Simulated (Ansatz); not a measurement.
tetraarsenic (As₄), singlet, geometry from GFN2-xTB. Base run: B3LYP/3-21G run with Ansatz (a program for electronic structure).

Geometry (Å):
```xyz
4

As    -0.9882     0.0857    -1.0729
As     0.6634     1.2926     0.1556
As     0.9923    -1.0199    -0.3321
As    -0.6675    -0.3584     1.2494
```
All else is at Ansatz's defaults.

Each row names what was changed in the base input (with any setting that the change needs).

| change | E (Eh) | core-seconds (rough) |
|---|---|---|
| base | -8900.68207 | 4 |
| functional = hf | -8893.75805 | 3 |
| functional = wB97X | -8900.61316 | 10 |
| functional = pbe; dispersion = d3bjatm | -8899.19886 | 3 |
| functional = SVWN5 | -8887.52229 | 2 |
| functional = blyp | ___ | 3 |
| functional = revpbe | ___ | 2 |
| functional = hse06 | -8899.44925 | 5 |
| functional = pbe0 | -8899.43706 | 4 |
| functional = cam_b3lyp | ___ | 5 |
| functional = BHLYP | ___ | 4 |
| functional = wB97M-V | -8899.88405 | 20 |
| functional = lc_wpbe | -8899.22625 | 4 |

Task: Complete the blanks.

Result: 
- functional = blyp, E (Eh): -8900.72028
- functional = revpbe, E (Eh): -8899.80275
- functional = cam_b3lyp, E (Eh): -8900.97576
- functional = BHLYP, E (Eh): -8900.43738

Absolute energies of different levels of theory aren't comparable as measures of quality.
